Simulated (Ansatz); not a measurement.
Program: Ansatz. Geometries: PBE0-D4/def2-TZVP. ΔE: electronic, gas phase. CCSD(T)/CBS adds triple-zeta CCSD(T) − MP2 to the extrapolated MP2 energy (def2 sets, frozen cores). This one scheme is used for every species. DFT in def2-TZVPP. B3LYP here is the variant with VWN-RPA as its local correlation; programs differ in this. For Ge outer-core shells are correlated without core-valence functions, which leaves a few kJ/mol of doubt a bond. Scalar relativity is left out up to krypton. One conformer a species, not always the lowest.

Consider the ligand exchange at a Ge–O bond: `[OH][GeH2][O][SiH3]` + H₂S → `[SiH3][O][GeH2][SH]` + H₂O.

Is it downhill or uphill in electronic energy at CCSD(T)/CBS, and by how much? (An estimate is asked.)

Computed: Downhill: ΔE = -3.8 kcal/mol.

What do these levels give: ωB97X-V, PBE, B3LYP, HF/def2-TZVPP, MP2/def2-QZVPP, HF/CBS(def2)? (Estimate.)

The calculation gave: ωB97X-V -2.3, PBE -4.1, B3LYP -1.7, HF/def2-TZVPP 0.2, MP2/def2-QZVPP -3.9, HF/CBS(def2) 0.4 kcal/mol.

Largest T1 diagnostic among the species: 0.012.

The D4 term adds −1.6 kcal/mol with B3LYP and −0.9 kcal/mol with PBE0; it sums over pairs of atoms, weighted by their polarisabilities, and B3LYP, whose exchange is more repulsive, gets the larger term. In def2-TZVPP, CCSD(T) changes the Hartree–Fock value by −2.6 kcal/mol (the triples alone add −0.5 kcal/mol) and MP2 by −3.4 kcal/mol.
